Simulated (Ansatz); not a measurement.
In(Me)2(Et) (C4H11In), SMILES C[CH2][In]([CH3])[CH3]. Atoms are numbered in the order given.

```xyz
16

In    -0.0475     0.2113     0.1894
C      1.1499     1.3832    -1.2004
H      2.0118     1.8261    -0.6767
H      0.5528     2.2128    -1.6106
H      1.5223     0.7713    -2.0345
C     -0.9366     1.1949     1.9140
H     -1.4430     0.4822     2.5804
H     -1.6723     1.9428     1.5775
H     -0.1634     1.7292     2.4877
C     -0.3397    -1.9251    -0.1705
C      0.3355    -2.4707    -1.4220
H     -1.4295    -2.0996    -0.1995
H      0.0127    -2.4533     0.7327
H      1.4281    -2.3276    -1.3973
H     -0.0246    -1.9716    -2.3363
H      0.1578    -3.5522    -1.5572
```

Geometry: PBE0-D3(BJ)/def2-SVP. The isomer is the one that the SMILES or the coordinates give; other isomers of the formula were not compared. The def2 effective core potentials stand for the cores of In; spin–orbit coupling is left out. The values are those of a single conformer.

Two levels are set side by side: PBE-D3(BJ)/def2-SVP (Ansatz, a first-principles code) and PBE0-D3(BJ)/def2-SVP (Ansatz). Each level has its own optimised geometry; the coordinates shown are those of the second. Differences are taken from unrounded values.

```tsv
quantity	PBE0-D3(BJ)
mean bond length (Å)	1.346
bond In1–C2 (Å)	2.177
bond In1–C6 (Å)	2.175
bond In1–C10 (Å)	2.186
bond C10–C11 (Å)	1.523
bond C2–H3 (Å)	1.101
bond C2–H4 (Å)	1.101
bond C2–H5 (Å)	1.099
bond C6–H7 (Å)	1.099
bond C6–H8 (Å)	1.102
bond C6–H9 (Å)	1.101
bond C10–H12 (Å)	1.104
bond C10–H13 (Å)	1.104
bond C11–H14 (Å)	1.102
bond C11–H15 (Å)	1.102
bond C11–H16 (Å)	1.104
```

### Question
What does PBE-D3(BJ) give, and how far is it from PBE0-D3(BJ)? (An estimate is asked for; the answer gives what the named calculation found.)

### Answer

```csv
quantity,PBE-D3(BJ),PBE-D3(BJ) minus PBE0-D3(BJ)
mean bond length (Å),1.356,0.010
bond In1–C2 (Å),2.197,0.021
bond In1–C6 (Å),2.196,0.021
bond In1–C10 (Å),2.208,0.022
bond C10–C11 (Å),1.530,0.007
bond C2–H3 (Å),1.109,0.008
bond C2–H4 (Å),1.109,0.008
bond C2–H5 (Å),1.107,0.008
bond C6–H7 (Å),1.107,0.008
bond C6–H8 (Å),1.109,0.008
bond C6–H9 (Å),1.109,0.008
bond C10–H12 (Å),1.112,0.008
bond C10–H13 (Å),1.112,0.008
bond C11–H14 (Å),1.110,0.008
bond C11–H15 (Å),1.110,0.008
bond C11–H16 (Å),1.113,0.009
```

Exact exchange shortens and stiffens bonds; PBE has none. Differences between two approximate levels are no errors against the true value.
